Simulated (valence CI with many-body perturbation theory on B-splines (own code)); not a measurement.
Energy levels of Ho⁴⁴⁺

Calculated by relativistic CI+MBPT: five valence electrons over a frozen Dirac-Fock core [Ar], a basis of 7 s, 7 p, 8 d, 6 f, 4 g, 1 h functions for each j, with the one-electron correlation potential Σ1, the two-electron term Σ2, the three-electron term Σ3, Breit, model QED; selected CI, second order for the rest, scaled by the run's own slope (own B-spline code, finite nucleus).

The last digits are not significant, and no measured levels were compared; by estimate large intervals hold to a few tenths of a per cent, small ones and those within an open d or f shell to about a per cent. Among the levels kept, up to 260 cm⁻¹ of a level comes from second order outside the variational space, and about a tenth of that is noise between levels of different J, which matters for small intervals. Only levels of the ground parity were solved; by the run's estimate the other parity begins above the list, which can be wrong where configurations are misplaced.

Levels 1 to 37 of 37, with energies above the lowest level, (3d3/2^4 3d5/2) J=5/2. "Leading %" is the weight of the configuration and term that name the level; weights of strongly mixed levels are sums over their largest components and can fall short. In the jj column 3d3/2^4 stands for four electrons in 3d with j = 3/2. Lifetimes count E1, E2, E3, M1 and M2 decay at the calculated energies, and are blank where another channel may lead or the interval is too uncertain; long ones can be off by a factor of two.

```
No.  Configuration  Term     J  E (cm⁻¹)  Leading %  Lifetime  Second component               Leading jj
  1            3d5    4P   5/2         0         28                 23 % 3d5 2D     3d3/2^4 3d5/2 (93 %)
  2            3d5    6S   5/2    267430         38   1.44 μs       23 % 3d5 2F   3d3/2^3 3d5/2^2 (88 %)
  3            3d5    4G   7/2    353530         35   2.81 μs       24 % 3d5 2F   3d3/2^3 3d5/2^2 (99 %)
  4            3d5    4D   3/2    364300         39   1.10 μs       31 % 3d5 4P   3d3/2^3 3d5/2^2 (98 %)
  5            3d5    2H  11/2    364520         42                 36 % 3d5 4G   3d3/2^3 3d5/2^2 (98 %)
  6            3d5    4G   9/2    399900         33    660 μs       28 % 3d5 2G   3d3/2^3 3d5/2^2 (96 %)
  7            3d5    4D   5/2    422080         31   20.2 μs       28 % 3d5 2D   3d3/2^3 3d5/2^2 (91 %)
  8            3d5    4P   1/2    440050         47   88.3 μs       26 % 3d5 2S   3d3/2^3 3d5/2^2 (88 %)
  9            3d5    2F   7/2    457920         39   28.8 μs       30 % 3d5 2G   3d3/2^3 3d5/2^2 (96 %)
 10            3d5    2D   3/2    561720         58   8.25 μs       21 % 3d5 4F   3d3/2^3 3d5/2^2 (84 %)
 11            3d5    2D   5/2    616230         29    601 ns       29 % 3d5 6S   3d3/2^2 3d5/2^3 (87 %)
 12            3d5    4D   7/2    673130         52   1.15 μs       40 % 3d5 4G   3d3/2^2 3d5/2^3 (99 %)
 13            3d5    2I  11/2    678590         51   1.68 μs       48 % 3d5 4G   3d3/2^2 3d5/2^3 (98 %)
 14            3d5    4G   9/2    693050         58   1.70 μs       37 % 3d5 2G   3d3/2^2 3d5/2^3 (95 %)
 15            3d5    2I  13/2    715530        100                              3d3/2^2 3d5/2^3 (100 %)
 16            3d5    4D   1/2    720380         77    923 ns       14 % 3d5 2S   3d3/2^2 3d5/2^3 (97 %)
 17            3d5    4P   3/2    730000         53    594 ns       34 % 3d5 4F   3d3/2^2 3d5/2^3 (96 %)
 18            3d5    2F   5/2    740880         42   1.11 μs       30 % 3d5 4D   3d3/2^2 3d5/2^3 (96 %)
 19            3d5    2H   9/2    778700         53    878 ns       47 % 3d5 4F  3d3/2^2 3d5/2^3 (100 %)
 20            3d5    2G   7/2    796140         61   3.08 μs       35 % 3d5 2F   3d3/2^2 3d5/2^3 (99 %)
 21            3d5    4F   5/2    809240         63    855 ns       25 % 3d5 2D   3d3/2^2 3d5/2^3 (98 %)
 22            3d5    2D   3/2    819590         87   2.20 μs        9 % 3d5 4D   3d3/2^2 3d5/2^3 (83 %)
 23            3d5    2G   7/2    855430         45   1.54 μs       37 % 3d5 2F   3d3/2^2 3d5/2^3 (94 %)
 24            3d5    4P   1/2    856530         38   1.02 μs       34 % 3d5 2P   3d3/2^2 3d5/2^3 (78 %)
 25            3d5    2G   9/2    916350         76   2.61 μs       12 % 3d5 2H   3d3/2^2 3d5/2^3 (95 %)
 26            3d5    4P   5/2   1014600         30    418 ns       17 % 3d5 2F     3d3/2 3d5/2^4 (79 %)
 27            3d5    2P   3/2   1028100         74   2.48 μs       25 % 3d5 2D   3d3/2^2 3d5/2^3 (96 %)
 28            3d5    2D   5/2   1050100         61    863 ns       24 % 3d5 2F   3d3/2^2 3d5/2^3 (72 %)
 29            3d5    4F   7/2   1083400         30    536 ns       28 % 3d5 2F     3d3/2 3d5/2^4 (99 %)
 30            3d5    2H  11/2   1096400         56    663 ns       27 % 3d5 2I     3d3/2 3d5/2^4 (99 %)
 31            3d5    2D   3/2   1108100         31    424 ns       29 % 3d5 4D     3d3/2 3d5/2^4 (96 %)
 32            3d5    2G   9/2   1151100         59    769 ns       16 % 3d5 2H     3d3/2 3d5/2^4 (94 %)
 33            3d5    2D   5/2   1183500         65    687 ns       22 % 3d5 2F     3d3/2 3d5/2^4 (84 %)
 34            3d5    2G   7/2   1206300         56    756 ns       32 % 3d5 2F     3d3/2 3d5/2^4 (96 %)
 35            3d5    2P   1/2   1269700         58    714 ns       32 % 3d5 2S     3d3/2 3d5/2^4 (87 %)
 36            3d5    2D   3/2   1376600         75    516 ns       18 % 3d5 2P     3d3/2 3d5/2^4 (93 %)
 37            3d5    2D   5/2   1494100         44    298 ns       22 % 3d5 2F           3d5/2^5 (92 %)
```

The ionisation energy to 3d4 3P_0 of the next ion comes out as 3591.9 eV (NIST: 3592 ± 4 eV (theoretical)). All 37 levels together are meant to be complete up to 1554000 cm⁻¹.
